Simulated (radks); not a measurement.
Radial electron density D(r) = 4 pi r^2 rho(r) of an atom or ion with 7 electrons. Method: Dirac Kohn-Sham, LDA (Slater exchange, Perdew-Wang correlation), spin-unpolarised, spherical densities, finite nucleus; Fermi nuclear charge, rms radius of each element as measured or else 0.836 A^(1/3) + 0.57 fm; computed with a radial shooting solver on a logarithmic mesh with Libxc functionals.

```
   r/bohr * D(r) (the largest magnitude, 74.4, reaches the edge; | marks zero)
0.0008493 | *
 0.001029 | *
 0.001237 |  *
 0.001499 |   *
 0.001816 |     *
   0.0022 |       *
 0.002645 |         *
 0.003205 |             *
 0.003883 |                 *
 0.004705 |                      *
 0.005656 |                           *
 0.006853 |                                  *
 0.008303 |                                         *
  0.01006 |                                               *
  0.01209 |                                                   *
  0.01465 |                                                      *
  0.01775 |                                                     *
  0.02151 |                                                 *
  0.02586 |                                            *
  0.03133 |                                     *
  0.03796 |                                 *
    0.046 |                                *
  0.05529 |                                   *
    0.067 |                                       *
  0.08118 |                                       *
  0.09836 |                                 *
   0.1182 |                       *
   0.1433 |            *
   0.1736 |    *
   0.2103 |*
   0.2528 *
   0.3063 *
```

What is the nuclear charge?

Answer. Z = 59. The innermost maximum, from 1s, lies near gamma/Z bohr with gamma = sqrt(1 - (Z/c)^2) = 0.903, here 0.0153 bohr (found: 0.0156), and its height grows with Z. The density is that of the praseodymium ion Pr52+ in [He] 2s2 2p3; the configuration itself is not fixed sharply by these data, and Z only to a few units. D(r) has 2 maxima, at r = 0.0156, 0.0743 bohr, and minima at 0.0428 bohr, inside which lie 2.27 electrons.
